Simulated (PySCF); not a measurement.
## [BiH]2+ at several levels of theory

Computed with PySCF 2.14.0 (density fitting, no spin-orbit coupling) at the geometry relaxed with B3LYP:

```xyz
2
[BiH]2+ (singlet)
Bi    0.0000    0.0000    0.0974
H     0.0000    0.0000    1.9230
```

```json
{"level": "B3LYP", "basis": "Bi def2-SVP with ECP60, H def2-SVP", "state": "singlet", "HOMO (eV)": "-22.40", "gap (eV)": "3.88", "charge on Bi1 (e)": "1.84", "dipole about the centre of mass (D)": "0.79", "largest force component (eV/Å)": "0.00"}
{"level": "PBE", "basis": "the same", "state": "singlet", "HOMO (eV)": "-21.46", "gap (eV)": "2.36", "charge on Bi1 (e)": "1.83", "dipole about the centre of mass (D)": "0.79", "largest force component (eV/Å)": "0.15"}
{"level": "M06-L", "basis": "the same", "state": "singlet", "HOMO (eV)": "-21.38", "gap (eV)": "2.92", "charge on Bi1 (e)": "1.88", "dipole about the centre of mass (D)": "0.55", "largest force component (eV/Å)": "0.14"}
{"level": "CAM-B3LYP", "basis": "the same", "state": "singlet", "HOMO (eV)": "-23.89", "gap (eV)": "6.76", "charge on Bi1 (e)": "1.82", "dipole about the centre of mass (D)": "0.86", "largest force component (eV/Å)": "0.18"}
{"level": "B3LYP", "basis": "Bi def2-TZVP with ECP60, H def2-TZVP", "state": "singlet", "HOMO (eV)": "-22.41", "gap (eV)": "3.88", "charge on Bi1 (e)": "1.80", "dipole about the centre of mass (D)": "0.75", "largest force component (eV/Å)": "0.13"}
{"level": "B3LYP", "basis": "Bi x2c-SVPall, H x2c-SVPall", "state": "singlet", "HOMO (eV)": "-22.44", "gap (eV)": "3.88", "charge on Bi1 (e)": "1.82", "dipole about the centre of mass (D)": "0.80", "largest force component (eV/Å)": "0.36"}
```

Charges are Mulliken's, which hang on the basis. The relaxation used the grid (50, 194), these runs (75, 302) or, all-electron (x2c bases, spin-free X2C Hamiltonian), (99, 590).

Problem. What does TPSSh with Bi def2-SVP with ECP60, H def2-SVP give here?

Solution. state singlet, HOMO (eV) -22.00, gap (eV) 3.47, charge on Bi1 (e) 1.84, dipole about the centre of mass (D) 0.72, largest force component (eV/Å) 0.11. Time: 0.6 s on 2 threads of Arm Neoverse V1 (shared host), from an already converged density.

In the first row's basis the gap widens with exact exchange: 2.4 to 2.9 eV for PBE, M06-L (none); 3.5 to 3.9 eV for TPSSh, B3LYP (a fixed share); 6.8 eV for CAM-B3LYP (rising or full at long range).
